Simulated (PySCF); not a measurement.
Gas-phase reaction: 2 F + Ge3H8 → GeF2 + 2 GeH4, at 1600 K and a standard pressure of 1 bar. Level: PBE/def2-SVP.

Energies from PySCF, thermal terms from the rigid-rotor harmonic-oscillator model, ideal gas at 1 bar. Open shells (unrestricted): F (multiplicity 2, electronic degeneracy 6); the rest are closed-shell singlets. Spin-orbit splitting is ignored; it lowers the true energy and changes the entropy of F. Ge: all electrons, no relativistic terms. The harmonic model lacks anharmonicity and excited electronic states, which grow with temperature; levels with a mode under 35 cm⁻¹ are left out. Internal rotation in Ge3H8 is treated as a harmonic vibration of one conformer, which makes the entropy rough.

| species | E (Ha) | H(1600 K) − E (kJ/mol) | S°(1600 K) (J/mol/K) |
|---|---|---|---|
| F | -99.53981 | 33.3 | 195.4 |
| Ge3H8 | -6234.06309 | 447.4 | 707.1 |
| GeF2 | -2275.84601 | 94.0 | 363.9 |
| GeH4 | -2078.79287 | 191.0 | 341.2 |
E: electronic energy; H − E holds the zero-point and thermal terms. 1 Ha = 2625.5 kJ/mol.

Problem. Work out ΔH°, ΔS°, ΔG° and log10 K from these numbers.

Solution. 1. ΔE = 1×(-2275.84601) + 2×(-2078.79287) − 2×(-99.53981) − 1×(-6234.06309) = -0.28904 Ha = -758.9 kJ.
2. Δ(H − E) = 1×(94.0) + 2×(191.0) − 2×(33.3) − 1×(447.4) = -38.0 kJ, so ΔH° = -796.9 kJ.
3. ΔS° = 1×(363.9) + 2×(341.2) − 2×(195.4) − 1×(707.1) = -51.6 J/K; the number of gas molecules stays the same.
4. ΔG° = ΔH° − TΔS° = -796.9 − 1600×(-51.6)/1000 = -714.3 kJ.
5. log10 K = −ΔG°/(RT ln 10) = 23.32, with RT ln 10 = 30.63 kJ/mol; at standard pressures the products are favoured.
6. A shift of 10 kJ in ΔE would move log10 K by 0.33 here.
For scale, ΔH°(298 K) is -760 kJ at this level, -734 kJ at ωB97M-V/def2-TZVP†, and runs from -849 to -464 kJ over the 18 levels computed († marks an energy on the PBE0/def2-TZVP geometry).
